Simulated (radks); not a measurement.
Fractional charge and spin in the 4s shell of bromine: the spin-up occupation runs from 0 to 1 and the spin-down occupation from 0 to 1; the fullest corner is Br3+, [Ar] 3d10 4p(up 1, down 1) 4s(up 1, down 1). Method: non-relativistic Kohn-Sham, r2SCAN, spin-polarised, spherical densities, point nucleus; meta-GGA in the generalised Kohn-Sham scheme; computed with a radial shooting solver on a logarithmic mesh with Libxc functionals. Energy (eV) minus the two flat planes that join the four corners (they meet along the diagonal where the two added fractions sum to one electron); zero is where a piecewise linear energy would lie.

down \ up       0     0.5       1
0           0.000  -1.557   0.000
0.5        -1.557   0.695  -1.478
1           0.000  -1.478   0.000

Corners above the fullest one (they belong to Br4+ and the next ion): (up 1, down 0) 59.894 eV, (up 0, down 1) 59.894 eV, (up 0, down 0) 134.72 eV. With half an added electron in each spin the energy lies 0.695 eV from the planes, and with half an added electron in spin up alone -1.557 eV. The planes are only a guide here: the flat-plane condition holds for ground states with one frontier orbital, while this shell lies below other occupied shells, so the corners above the fullest one are inner-hole states and not the ground states of those ions.
